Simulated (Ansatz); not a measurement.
HFGe, SMILES `[F][GeH]` (excited triplet) (charge 0, multiplicity 3). This triplet is an excited state, 1.90 eV above the relaxed singlet at the level composite: frozen-core CCSD(T) with HF/cc-pVQZ and the correlation energy extrapolated as X^-3 from cc-pVTZ and cc-pVQZ, plus CCSDT(Q) minus CCSD(T) in cc-pVDZ // B3LYP-D3(BJ)/def2-TZVP (Ansatz, a program for electronic structure).

Method: HSE06/cc-pVTZ // B3LYP-D3(BJ)/def2-TZVP (Ansatz).

Ansatz 0.2 input:
```yaml
crystal:
  periodic: [false, false, false]
  atoms:
    - { symbol: F, position_ang: [1.430977, -0.267932, -0.000004] }
    - { symbol: Ge, position_ang: [-0.092022, 0.614729, -0.000001] }
    - { symbol: H, position_ang: [-1.338955, -0.346797, 0.000005] }
basis:
  gaussian: { orbitals: cc-pVTZ }
hamiltonian:
  xc: hse06
magnetization:
  spin_polarized: true
  initial_magnetization: 2
```

Output:

```
Functional definition: HSE06
620 factors; their error is unknown
48 factors; integrals over basis functions are off by at most 1.0e-6 eV
mean field evaluation 1: about -59239.8472 eV, gradient 2.4e1 eV
mean field evaluation 2: about -59230.4122 eV, gradient 5.9e1 eV
mean field evaluation 4: about -59241.5859 eV, gradient 1.7e0 eV
mean field evaluation 8: about -59241.6004 eV, gradient 6.4e-2 eV
mean field evaluation 16: about -59241.8082 eV, gradient 6.7e-5 eV
mean field -59241.80822036 eV, -2177.0962965585 hartree, gradient 6.7e-5 eV, S^2 2.003891; 0 other end points of the search recorded, 0 dependent functions left out
reference -59241.80825493 eV, -2177.0962978286 hartree; 22, 20 occupied and 65, 67 virtual orbitals, 620 factors
Total energy: -59241.80825493 eV, -2177.0962978286 hartree
```
